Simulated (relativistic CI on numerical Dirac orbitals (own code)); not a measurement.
**Ligand-field terms of d9**

Computed with a parametric ligand-field model of a d^n configuration (Racah B and C, spin-orbit zeta, crystal field), exact diagonalisation.

Field parameters in Wybourne normalisation: Oh B⁴₀ = 21Dq, B⁴₄ = √(5/14) B⁴₀. The field is a parameter set, without covalency.

Q: Ground term and bands for B = 940, C = 4440, ζ = 0 cm⁻¹, Oh, 10Dq = 27260 cm⁻¹?

A: Ground term 2E with 3.00 electrons in the two orbitals of the cubic e set. Spin-allowed: 2T2 27260 cm⁻¹ (367 nm). Lowest spin-forbidden: none.

Q: Ground term and bands for B = 940, C = 4440, ζ = 0 cm⁻¹, Oh, 10Dq = 29140 cm⁻¹?

A: Ground term 2E with 3.00 electrons in the two orbitals of the cubic e set. Spin-allowed: 2T2 29140 cm⁻¹ (343 nm). Lowest spin-forbidden: none.

Q: Ground term and bands for B = 940, C = 4440, ζ = 0 cm⁻¹, Oh, 10Dq = 17860 cm⁻¹?

A: Ground term 2E with 3.00 electrons in the two orbitals of the cubic e set. Spin-allowed: 2T2 17860 cm⁻¹ (560 nm). Lowest spin-forbidden: none.

Q: Ground term and bands for B = 940, C = 4440, ζ = 0 cm⁻¹, Oh, 10Dq = 23500 cm⁻¹?

A: Ground term 2E with 3.00 electrons in the two orbitals of the cubic e set. Spin-allowed: 2T2 23500 cm⁻¹ (426 nm). Lowest spin-forbidden: none.

Q: Ground term and bands for B = 940, C = 4440, ζ = 0 cm⁻¹, Oh, 10Dq = 940 cm⁻¹?

A: Ground term 2E with 3.00 electrons in the two orbitals of the cubic e set. Spin-allowed: 2T2 940 cm⁻¹. Lowest spin-forbidden: none.
